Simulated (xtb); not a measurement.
bis(4-tert-butylphenyl)iodonium (C20H26I), SMILES CC(C)(C)c1ccc([I+]c2ccc(C(C)(C)C)cc2)cc1, charge +1. All values are semi-empirical tight-binding results from xtb (GFN2-xTB unless named), good for trends rather than for accurate numbers. The structure is a stationary point at GFN2-xTB. Other conformers were not sampled.

```json
{
 "orbital_gap": "2.68 eV",
 "zero_point_energy": "248.9 kcal/mol",
 "G − E(el) at 298.15 K (modified RRHO)": "215.5 kcal/mol",
 "static polarisability (D4 model)": "251.3 bohr³",
 "solvation energy, GFN2-xTB/ALPB(water)": "-36.1 kcal/mol",
 "solvation energy, GFN2-xTB/ALPB(ch2cl2)": "-46.8 kcal/mol"
}
```
